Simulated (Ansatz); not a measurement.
A structure relaxed at PBE0-D4/def2-TZVP, charge 0, multiplicity 1:

Cartesian coordinates in Å:
```
C 2.0739 -0.1166 -0.1354
C 0.9671 0.4039 -0.6766
Ga 0.8456 2.3625 -0.7463
C -0.1533 -0.4481 -1.1796
Si -1.5517 -0.4223 0.0871
C -1.0572 -1.3053 1.6565
H 2.2420 -1.1930 -0.0836
H 2.8614 0.5091 0.2736
H -0.2771 3.0676 -1.5896
H 1.9400 3.1882 0.0204
H -0.5583 -0.0685 -2.1235
H 0.1600 -1.4864 -1.3455
H -1.8504 1.0116 0.3877
H -2.7827 -1.0352 -0.4884
H -0.8838 -2.3672 1.4653
H -1.8380 -1.2219 2.4156
H -0.1373 -0.8785 2.0625
```

Question: Give its formula and SMILES.

Answer: C4H11GaSi, `C=[C]([GaH2])C[SiH2]C`.

Question: Point group (tolerance 0.08 Å, 0.16 Å for H)?

Answer: C1.

Question: Summarise the bond lengths by kind.

Answer: 2 × C–C 1.337 to 1.495 Å; 7 × C–H 1.086 to 1.097 Å; 1 × C–Ga 1.964 Å; 2 × Ga–H 1.571 Å; 2 × C–Si 1.867 to 1.887 Å; 2 × H–Si 1.491 to 1.495 Å.

Results of the Gaussian-basis code of Ansatz.
